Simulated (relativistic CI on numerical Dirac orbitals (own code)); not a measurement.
Cr2+ in a cubic cluster: 1s photoemission with charge transfer

Computed with a charge-transfer multiplet model of a cubic metal-ligand cluster with up to 2 ligand holes, Slater and spin-orbit integrals from Dirac-Coulomb-Breit ions, Slater integrals scaled by 0.7. The parameters are those of a tetrahedral site (10Dq negative, t2 hopping the larger). The ground state mixes d4 with configurations of k ligand holes L, whose averages lie at kΔ + k(k − 1)U_dd/2; a core hole lowers each added d electron by U_cd. 20 K, Lorentzian 1.1 eV and Gaussian 0.6 eV FWHM.

Atomic integrals in eV (Slater integrals scaled, ζ unscaled), ground: F2dd 6.716, F4dd 4.172, zeta_d 0.027; with the core hole: F2dd 8.004, F4dd 5.008, zeta_d 0.045, G2cd 0.038.

Cluster parameters (eV): Δ = 4.3, U_cd = 6.1, 10Dq = -0.25, 10Dq(ligand) = 0, V(eg) = 1.4, V(t2g) = -2.38, final-state hopping factor = 1.

| Case | n_d | d4 | d5L | d6L2 | S |
| --- | --- | --- | --- | --- | --- |
| U_dd = 3.1 eV | 4.50 | 0.56 | 0.38 | 0.06 | 2.00 |
| U_dd = 3.8 eV | 4.49 | 0.57 | 0.38 | 0.05 | 2.00 |
| U_dd = 5.2 eV | 4.47 | 0.58 | 0.38 | 0.04 | 2.00 |

Weights, n_d and S are thermal averages at 20 K. Binding energies count from the first peak over 30 % of the highest in each spectrum, which can be another peak from case to case. The parameters are a model scan and need not match a compound or its usual spin state. Peaks in eV (height, largest 100):
- U_dd = 3.1 eV: 0.0 (100), 4.0 (7), 9.3 (20)
- U_dd = 3.8 eV: 0.0 (100), 4.0 (7), 9.4 (19)
- U_dd = 5.2 eV: 0.0 (100), 4.0 (7), 9.7 (17)

For the case U_dd = 5.2 eV, Δ = 4.3 eV is smaller than U_dd = 5.2 eV, the charge-transfer side of the Zaanen-Sawatzky-Allen scheme. With the core hole the average of the configuration with one ligand hole lies at Δ − U_cd = -1.8 eV before mixing: the effective hopping of about 4.9 eV (from the holes of the mixed ground state) is comparable with this gap or larger, so the configurations mix strongly.

With at most 2 ligand holes the space is cut while the next configuration still counts, so covalency is underestimated, and a final configuration with one more ligand hole, which can lie low, is missing from the spectra.
